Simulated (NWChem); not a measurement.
Species: PbNH3S, singlet; SMILES [NH2][Pb][SH]

Computed with NWChem. Low-valent species are run as closed-shell singlets; no triplet was tried in these runs. Structure relaxed at the PBE0/def2-SVP level. Not confirmed as a minimum by frequencies. def2 effective core potentials on Pb; no spin-orbit coupling. One conformer.

Diagonal of the polarisability tensor at PBE0/def2-SVPD, static: 79.25, 103.30, 58.28 bohr³.

Find the mean polarisability volume, the molar refraction, and the refractive index that an ideal gas of it would have at 273.15 K and 1 atm.


1. Mean: one third of the trace = 80.28 bohr³ × 0.14818 Å³/bohr³ = 11.90 Å³.
2. Molar refraction (Lorentz-Lorenz): (4π/3) N_A α = 30.0 cm³/mol.
3. Number density p/kT = 2.687 × 10⁻⁵ Å⁻³; n − 1 = 2π N α = 20.08 × 10⁻⁴.
4. These hold the electronic response alone: vibrational and orientational terms add to the static dielectric constant.
